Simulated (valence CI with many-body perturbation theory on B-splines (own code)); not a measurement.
## Ta41+: key properties

Method: valence CI with perturbative core correlation (CI+MBPT): four valence electrons over a frozen Dirac-Fock core [Ar] 3d10, a basis of 11 s, 11 p, 9 d, 7 f, 5 g, 2 h, 1 i functions for each j, with the one-electron correlation potential Σ1 (screened to all orders), the two-electron term Σ2, the three-electron term Σ3, Breit, model QED; selected single and double excitations, second order for the rest (own B-spline code, finite nucleus).

No measured spectrum was set against this ion. As an estimate, large intervals hold to a few tenths of a per cent, small ones and those within an open d or f shell to about a per cent.

Levels are named by their leading jj configuration (3d3/2^4 stands for four electrons in 3d with j = 3/2), which in mixed levels can hold well under half, so a name can repeat and another be missing.

Rates and lifetimes use the calculated energies. Strong lines usually hold to 10 to 20 %, long lifetimes can be off by a factor of two.

(1) What is the ground level?

(2) Name the longest-lived excited levels whose lifetime is computed, and their main decay.

(3) What is the ionisation energy?

(4) How well does LS coupling describe the low levels?

(5) What are the static dipole polarisabilities of the lowest levels?

(6) Where does the other parity begin?

(7) Among levels below 473.95 eV, which E1 lines absorb most strongly from the ground level?

Answers

(1) (4s^2 4p1/2^2) J=0, composition 70 % 4s2 4p2 3P + 29 % 4s2 4p2 1S.

(2) (4s^2 4p1/2 4p3/2) J=2 at 89.05 eV lives 8.97 μs, mostly by E2 to (4s^2 4p1/2^2) J=0; (4s^2 4p3/2 4d5/2) J=4 at 344.21 eV lives 297 ns, mostly by M1 to (4s^2 4p1/2 4d5/2) J=3; (4s^2 4p1/2 4p3/2) J=1 at 84.85 eV lives 250 ns, mostly by M1 to (4s^2 4p1/2^2) J=0.

(3) 2054.8 eV; NIST lists 2053 ± 4 eV (theoretical).

(4) Among the lowest 20 levels the leading LS term, summed over configurations, holds 58 % on average. For single configurations the figures are 55 % in LS and 88 % in jj coupling. Terms mix most in the J = 2 level at 332.36 eV, where the leading one holds 28 %.

(5) (4s^2 4p1/2^2) J=0 0.0330; (4s^2 4p1/2 4p3/2) J=1 0.0390 (tensor 0.0014); (4s^2 4p1/2 4p3/2) J=2 0.0388 (tensor 0.0026) bohr³, of which the core gives 0.00225.

(6) At (4s 4p1/2^2 4p3/2) J=2, 178.40 eV.

(7) to (4s^2 4p1/2 4d3/2) J=1 at 4.917 nm, f = 1.62; to (4s 4p1/2^2 4p3/2) J=1 at 6.431 nm, f = 0.534; to (4s 4p1/2 4p3/2^2) J=1 at 4.401 nm, f = 0.0189.
